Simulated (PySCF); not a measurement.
**How methods differ on the excitation energy of Ti**

Ti [Ar] 3d2 4s2 (3F) → Ti [Ar] 3d2 4s1 5s1 (5F), as a difference of total energies. All numbers are calculated (PySCF 2.14, scalar relativity by spin-free X2C-1e, in x2c-QZVPPall with one added diffuse shell each of s, p, d, f, g type (12s8p6d4f3g, 121 functions)). Correlated levels: valence: [Ar] frozen; valence and next inner shell: [Ne] frozen. The calculations carry no spin-orbit coupling.

```csv
method,excitation energy (cm⁻¹)
UHF,27116
LDA,35538
PBE,33650
PBE0,33034
r2SCAN,32386
PBEsol,33563
LC-wPBE,32349
MP2 (valence),33177
SCS-MP2 (valence),35013
MP2 (valence and next inner shell),34543
SCS-MP2 (valence and next inner shell),35754
```

The promoted electron is Rydberg-like, and one or two diffuse shells describe it only roughly, which tends to raise the upper state.
